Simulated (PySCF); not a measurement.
Compound: trimethylphosphine selenide, C3H9PSe.
Cartesian coordinates in Å at the PBE0-D3(BJ)/def2-SVP level; atoms count from 1:
```xyz
14
C3H9PSe angstrom
C      0.7871   -1.4211   -0.4029
P      0.2698    0.0773    0.4979
C      0.5087    1.4354   -0.6945
C     -1.5408   -0.0859    0.6424
Se     1.2629    0.3616    2.3247
H      0.2459   -1.5333   -1.3550
H      0.5984   -2.2920    0.2409
H      1.8687   -1.3599   -0.5873
H      0.1496    2.3663   -0.2336
H     -0.0291    1.2496   -1.6372
H      1.5851    1.5406   -0.8896
H     -2.0125   -0.2226   -0.3430
H     -1.7617   -0.9481    1.2872
H     -1.9336    0.8195    1.1253
```

Computed with PBE0-D3(BJ)/def2-SVP geometry optimisation, gas phase in PySCF.

Take the most abundant isotopes and a rigid rotor. 

Task: What are A, B and C (cm⁻¹)?

Result: Ia = 141.69, Ib = 340.61, Ic = 340.91 u·Å²; 505379 MHz·u·Å²/I gives 3567, 1484 and 1482 MHz, that is A = 0.11898, B = 0.04949, C = 0.04945 cm⁻¹.

Task: What kind of rotor is it?

Result: A prolate symmetric top, as the point group C3v requires two equal moments; the computed ones differ by 0.09 % because the geometry is symmetric only within the optimiser's tolerance. Ray's parameter κ = (2B − A − C)/(A − C) = -0.999; −1 is the prolate and +1 the oblate limit.

Task: Where do the R-branch lines fall?

Result: The dipole of 5.04 D lies along the symmetry axis, so ΔK = 0 and J+1 ← J falls at 2B(J+1) for every K: 2.97 GHz, 5.93 GHz, 8.90 GHz, 11.86 GHz, 14.83 GHz for J = 0 to 4.

Task: Estimate the classical rotational partition function at 25 K, 100 K and 298.15 K.

Result: Point group C3v, symmetry number σ = 3; q = (√π/σ)·√((kT/h)³/(ABC)), k/h = 20836.6 MHz/K: 2510 at 25 K, 20100 at 100 K, 103000 at 298.15 K.

PBE0-D3(BJ)/def2-SVP frequencies: not computed here. Constants of a rigid frame at the computed geometry: no zero-point averaging, no centrifugal distortion.
